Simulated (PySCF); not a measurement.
Ga(H)2(OEt) (C2H7GaO), SMILES [GaH2][O]CC.

Geometry: TPSSh-D3(BJ)/def2-SVP. Other conformers were not sampled.

The numbers are results of HF/def2-TZVP in PySCF, not measurements.

Symmetry labels are those of the subgroup Cs that the program uses (full group Cs).

Computed valence orbital energies around the gap with their symmetry:
| orbital | symmetry | energy (eV) |
|---|---|---|
| HOMO−7 | A' | -17.06 |
| HOMO−6 | A' | -16.47 |
| HOMO−5 | A' | -14.70 |
| HOMO−4 | A" | -14.17 |
| HOMO−3 | A' | -13.84 |
| HOMO−2 | A' | -12.21 |
| HOMO−1 | A" | -11.39 |
| HOMO | A' | -11.32 |
| LUMO | A" | 1.53 |
| LUMO+1 | A' | 3.54 |
| LUMO+2 | A' | 4.11 |
| LUMO+3 | A' | 4.31 |
